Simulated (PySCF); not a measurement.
## Calculated data, ClH₂NOSi, H₃NOSi₂, FH₃NOSi, BH₂NOSi

Computed with PySCF 2.14.0. Calculation on a computer-drawn molecule: the log of a Hartree-Fock and frozen-core CCSD(T) single point meant for a local Hartree-Fock minimum, with one planted fault or none, to be diagnosed. Offsets are logged minus clean, where the clean run is the same molecule without the fault. The reference is restricted for singlets and unrestricted otherwise, and also for a bond in bohr or an excited solution. Adding or removing an electron swaps singlet and doublet. The excited solution moves the top pair (singlet) or top alpha electron (doublet) to the lowest empty orbital. Highest occupied and lowest empty are orbital energies over both spins, largest force is the largest gradient component, triples share is (T) over the correlation energy, the T1 limit is 0.02 restricted and 0.045 unrestricted, electrons count all cores, a negative frequency is imaginary (commonest isotopes), and the dipole is about the centre of nuclear charge.

Common to all runs: meant charge 0; meant basis cc-pV(D+d)Z; logged SCF converged yes; logged spin squared 0; logged CC converged yes; logged SCF stable within its kind yes; possible faults no fault, one electron removed, one electron added, multiplicity raised by two, geometry at a saddle point, SCF held on an excited solution, minimal basis STO-3G, one bond length entered in bohr, all coordinates scaled.

(1) ClH₂NOSi

Logged structure:
```xyz
6
ClH2NOSi
N     -2.9089    -0.5112    -2.1304
Si    -2.3077    -0.2113    -0.7555
O     -2.1128    -1.0869     0.2869
Cl    -1.8643     1.6052    -0.7206
H     -3.1962    -1.3611    -2.3550
H     -3.0201     0.1143    -2.8004
```

```
meant multiplicity                   : 1
logged electrons                     : 48
logged basis functions               : 84
logged highest occupied              : -12.278 eV
logged lowest empty                  : 4.0837 eV
logged largest force                 : 0.16226 hartree/bohr
logged T1 diagnostic                 : 0.01252
logged D1 diagnostic                 : 0.041223
logged triples share                 : 0.023471
logged dipole magnitude              : 4.883 debye
logged energy HF                     : -878.955 hartree
logged energy CCSD(T)                : -879.55819 hartree
planted fault                        : all coordinates scaled, by -7.7 %
HF energy offset from clean run      : 39.1 kcal/mol
CCSD(T) energy offset from clean run : 50.52 kcal/mol
```

Drawn bonds:
| atom | other atom | order |
| --- | --- | --- |
| 1 | 2 | 1 |
| 2 | 3 | 2 |
| 2 | 4 | 1 |
| 1 | 5 | 1 |
| 1 | 6 | 1 |

(2) H₃NOSi₂

Logged structure:
```xyz
7
H3NOSi2
N      1.1666     0.2127    -0.2741
Si    -0.0522    -0.3932     0.7084
O      0.1598    -1.3968     1.8076
Si    -2.2498     0.4742     0.3644
H      1.0369     0.8863    -1.0029
H      2.1201    -0.0876    -0.1857
H     -2.5732    -0.6568    -0.5884
```

```
meant multiplicity                   : 1
logged electrons                     : 46
logged basis functions               : 31
logged highest occupied              : -5.3276 eV
logged lowest empty                  : 5.1771 eV
logged largest force                 : 0.058054 hartree/bohr
logged T1 diagnostic                 : 0.023596
logged D1 diagnostic                 : 0.082995
logged triples share                 : 0.050166
logged dipole magnitude              : 3.5108 debye
logged energy HF                     : -700.39978 hartree
logged energy CCSD(T)                : -700.62341 hartree
planted fault                        : minimal basis STO-3G
HF energy offset from clean run      : 5341 kcal/mol
CCSD(T) energy offset from clean run : 5563 kcal/mol
```

Drawn bonds:
| atom | other atom | order |
| --- | --- | --- |
| 1 | 2 | 1 |
| 2 | 3 | 2 |
| 2 | 4 | 1 |
| 1 | 5 | 1 |
| 1 | 6 | 1 |
| 4 | 7 | 1 |

Notes: T1 above single-reference limit.

(3) FH₃NOSi

Logged structure:
```xyz
7
FH3NOSi
N     -0.7147    -0.0232     0.6229
Si     0.2332    -0.3792    -0.7475
O      1.2564    -1.6119    -0.4047
F     -0.6214    -0.9479    -1.9943
H     -1.2000    -0.7713     1.0880
H     -1.2664     0.8141     0.6350
H      1.8249    -1.5174     0.3450
```

```
meant multiplicity                   : 2
logged electrons                     : 40
logged basis functions               : 80
logged highest occupied              : -18.298 eV
logged lowest empty                  : -7.6728 eV
logged largest force                 : 0.12381 hartree/bohr
logged T1 diagnostic                 : 0.019549
logged D1 diagnostic                 : 0.07937
logged triples share                 : 0.02465
logged dipole magnitude              : 5.015 debye
logged energy HF                     : -519.2253 hartree
logged energy CCSD(T)                : -519.89219 hartree
planted fault                        : one electron removed
HF energy offset from clean run      : 199.6 kcal/mol
CCSD(T) energy offset from clean run : 191.5 kcal/mol
```

Drawn bonds:
| atom | other atom | order |
| --- | --- | --- |
| 1 | 2 | 1 |
| 2 | 3 | 1 |
| 2 | 4 | 1 |
| 1 | 5 | 1 |
| 1 | 6 | 1 |
| 3 | 7 | 1 |

(4) BH₂NOSi

Logged structure:
```xyz
6
BH2NOSi
N     -1.6454     0.6897     0.3462
Si    -1.0301    -0.4402    -0.7603
B      0.9427     0.2184    -0.6503
O      2.0781     0.5706    -0.6103
H     -1.1516     1.4058     0.8451
H     -2.6228     0.6943     0.5746
```

```
meant multiplicity                   : 1
logged electrons                     : 36
logged basis functions               : 75
logged highest occupied              : -9.4947 eV
logged lowest empty                  : 0.80397 eV
logged largest force                 : 1.518e-05 hartree/bohr
logged lowest frequency              : 153.38 cm⁻¹
logged T1 diagnostic                 : 0.021019
logged D1 diagnostic                 : 0.061785
logged triples share                 : 0.03355
logged dipole magnitude              : 4.4225 debye
logged energy HF                     : -444.14938 hartree
logged energy CCSD(T)                : -444.7054 hartree
planted fault                        : no fault
HF energy offset from clean run      : 0 kcal/mol
CCSD(T) energy offset from clean run : 0 kcal/mol
```

Drawn bonds:
| atom | other atom | order |
| --- | --- | --- |
| 1 | 2 | 1 |
| 2 | 3 | 1 |
| 3 | 4 | 2 |
| 1 | 5 | 1 |
| 1 | 6 | 1 |

Notes: T1 above single-reference limit.
